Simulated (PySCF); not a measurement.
Structure problem from calculated spectra and properties.

Elements present: C, H, O and P. Monoisotopic mass: 194.0861 u.

- UV, first state: lowest singlet excitation: 5.23 eV (237 nm, f = 0.013) [TDDFT PBE0/def2-SVPD]
- 13C NMR: chemical shifts (computed TMS as zero) by class: 163.8 (1 C), 144.8 (1 C), 141.5 (1 C), 138.6 (1 C), 136.3 (1 C), 132.2 (1 C), 47.6 (1 C), 40.1 (1 C), 34.4 (1 C), 33.0 (1 C), 22.6 (1 C) ppm [GIAO CAM-B3LYP/pcSseg-1]
- Triplet: lowest triplet excitation (Tamm–Dancoff): 3.98 eV [TDA PBE0/def2-SVPD]
- UV, strongest line: among the 10 lowest singlet transitions: S7 at 6.70 eV (185 nm, f = 0.647) [TDDFT PBE0/def2-SVPD]
- Rotational structure: rotational constants A, B, C: 0.901, 0.739, 0.500 GHz [PBE0-D3(BJ)/def2-SVP]
- Dipole: 4.90 D [PBE0/def2-SVPD]
- Polarisability: 149.4 au [PBE0/def2-SVPD]
- NMR, other nuclei: isotropic shieldings of nuclei other than C and H, by class: 217 (1 O), 280 (1 P) ppm [GIAO CAM-B3LYP/pcSseg-1]

The electronic properties come from PySCF, for the isolated species, density fitting. Levels stand in brackets. One conformer (not necessarily the lowest) at the PBE0-D3(BJ)/def2-SVP geometry, without solvent, vibrations or thermal averaging. Each NMR value is the plain mean over a class of atoms that symmetry, rotation or inversion makes alike.

Problem. Which formula fits the mass and the elements?

Solution. C11H15OP (calculated 194.0861). No other formula that holds each of these elements comes within 0.0003 u with a fitting electron parity and a possible valence count.

Problem. Propose a structure and show how it fits.

Solution. Numbering: `[CH3:1][C:2]1([CH3:3])[CH2:4][P@:5]([CH3:6])(=[O:7])[c:8]2[cH:9][cH:10][cH:11][cH:12][c:13]21`. 11 carbons fall into 11 classes; from least to most shielded: substituted aromatic carbon [C13] (163.8 ppm), substituted aromatic carbon [C8] (144.8 ppm), aromatic CH carbon [C11] (141.5 ppm), aromatic CH carbon [C9] (138.6 ppm), aromatic CH carbon [C10] (136.3 ppm), aromatic CH carbon [C12] (132.2 ppm), ring sp3 carbon bound to phosphorus [C4] (47.6 ppm), benzylic-type carbon [C2] (40.1 ppm), methyl carbon [C1] (34.4 ppm), methyl carbon [C3] (33.0 ppm), chain sp3 carbon bound to phosphorus [C6] (22.6 ppm). The other shieldings belong to: 217 ppm, phosphoryl oxygen [O7]; 280 ppm, phosphoryl phosphorus [P5]. The optimised geometry has point group C1 and is an asymmetric top. Structure: 1,3,3-trimethylphosphindoline-1-oxide (`CC1(C)C[P@](C)(=O)c2ccccc21`). The assignments are read from this structure; whether some other isomer fits the data as well wasn't checked. The mirror image fits equally.
